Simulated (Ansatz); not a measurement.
CH$_{7}$ClGeSi, SMILES `C[SiH2][GeH2][Cl]` at its PBE0-D4/def2-TZVP geometry, where that method's forces vanish. The species carries charge 0 and has multiplicity 1.

```xyz
11

C     1.2598    0.2987    1.1335
Si    0.5841   -0.6987   -0.2962
Ge   -1.4876    0.2373   -1.0091
Cl   -2.6852    0.4373    0.7976
H     1.4795    1.3227    0.8246
H     2.1796   -0.1497    1.5153
H     0.5294    0.3357    1.9443
H     0.3219   -2.1085    0.0981
H     1.5192   -0.7012   -1.4559
H    -1.3832    1.6607   -1.5861
H    -2.3177   -0.6343   -1.9663
```

Task: What forces (eV/Å) does B3LYP-D4/def2-TZVPP give on these atoms in the Gaussian-basis code of Ansatz? (An estimate is asked.)

Result: Computed: 
```
C1   0.031  0.047  0.083
Si2  0.086 -0.175 -0.099
Ge3  0.099  0.000 -0.259
Cl4 -0.181  0.031  0.265
H5  -0.004 -0.044  0.030
H6  -0.040  0.036 -0.004
H7   0.053  0.008 -0.032
H8   0.023  0.086 -0.023
H9  -0.051 -0.003  0.074
H10 -0.005  0.012 -0.017
H11 -0.010  0.000 -0.018
```

B3LYP here is the variant with VWN-RPA as its local correlation; programs differ in this.
